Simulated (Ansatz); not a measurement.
Reaction (SMILES): C[SiH](C)O[SiH3] + H+ -> C[SiH](C)[OH+][SiH3]
Structures are relaxed separately at B3LYP-D3(BJ)/def2-TZVP in Ansatz (a program for electronic structure), one conformer each, not searched for the lowest.

Property: proton affinity (electronic energy difference), positive where the reaction releases energy, in kcal/mol. Correlated levels leave the core frozen unless marked. Spin-orbit coupling is left out. No relativistic terms. CBS marks a two-point X^-3 extrapolation of the correlation energy; Hartree-Fock from the larger set.

```
level                                        program  proton affinity (kcal/mol)
------------------------------------  --------------  --------------------------
PBE0/STO-3G                                   Ansatz                       283.2
PBE0-D4/def2-TZVPD                    Ansatz + dftd4                       196.7
LC-wPBE-D3(BJ)/def2-TZVPD             Ansatz + dftd3                       197.9
LC-wPBE-D4/def2-TZVPD                 Ansatz + dftd4                       196.8
SCS-MP2/cc-pwCVTZ                             Ansatz                       196.2
CCSD/cc-pVTZ                                  Ansatz                           …
CCSD(T)/CBS(cc-pV(T+d)Z,cc-pV(Q+d)Z)          Ansatz                           …
```

Question: Fill in the missing entries.

Answer: 
- CCSD/cc-pVTZ, proton affinity (kcal/mol): 199.3
- CCSD(T)/CBS(cc-pV(T+d)Z,cc-pV(Q+d)Z), proton affinity (kcal/mol): 195.5
